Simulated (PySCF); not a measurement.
TiOCl2, SMILES [Cl][Ti]([Cl])=[O], multiplicity 1.

The structure is a stationary point at TPSSh-D3(BJ)/def2-SVP. The spin state was assumed, not searched.

Two levels are set side by side: PBE/def2-TZVPD (PySCF) and r2SCAN/def2-TZVPD (PySCF). Same geometry, gas phase. Differences are taken from unrounded values.

```tsv
quantity	PBE
orbital gap (eV)	3.00
highest occupied level (eV)	-7.92
lowest empty level (eV)	-4.92
dipole moment (D)	1.26
mean polarisability (bohr³)	67.2
```

Problem. These are the PBE values. What does r2SCAN give? (The exact figures need the calculation; the answer reports its results.)

Solution. 
```json
[
 {"quantity": "orbital gap (eV)", "r2SCAN": "3.45", "PBE minus r2SCAN": "-0.45"},
 {"quantity": "highest occupied level (eV)", "r2SCAN": "-8.27", "PBE minus r2SCAN": "0.35"},
 {"quantity": "lowest empty level (eV)", "r2SCAN": "-4.82", "PBE minus r2SCAN": "-0.10"},
 {"quantity": "dipole moment (D)", "r2SCAN": "1.31", "PBE minus r2SCAN": "-0.06"},
 {"quantity": "mean polarisability (bohr³)", "r2SCAN": "64.8", "PBE minus r2SCAN": "2.4"}
]
```

Rough cost on one machine, each run with all the roots and properties that it gave: r2SCAN against PBE about 3 times.
